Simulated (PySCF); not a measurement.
# From computed data to an observable: oscillator strength and radiative lifetime

Al(Br)(OMe)(NH2) (CH5AlBrNO), SMILES C[O][Al]([NH2])[Br].

Geometry: PBE0-D3(BJ)/def2-SVP. The structure was generated by enumeration; whether it is a known compound was not checked. One conformer was computed; it need not be the lowest.

TDDFT-PBE/def2-SVPD in PySCF 2.14.0 puts the first singlet state with f over 0.02 at 5.48 eV (vertical), with the transition dipole (-0.053, -0.432, 0.000) in atomic units.

Find the oscillator strength, the wavelength and the radiative lifetime that this transition would have in vacuum if emission retraced absorption.


|μ|² = 0.1894 au, so |μ| = 1.11 D. ΔE = 5.48/27.211 = 0.2014 hartree. f = (2/3) ΔE |μ|² = 0.025 (the program prints 0.025).
λ = 1239.84/5.48 = 226 nm; ν = 44199 cm⁻¹.
Einstein's coefficient A = 0.6670 ν² f s⁻¹ (ν in cm⁻¹) = 3.3e7 s⁻¹, so τ = 1/A = 30 ns. This state is S3; the lower singlets have f = 0.011, 0.004. The figure is the radiative limit of this one transition; relaxation, internal conversion, crossing to triplets and a medium change what is measured.
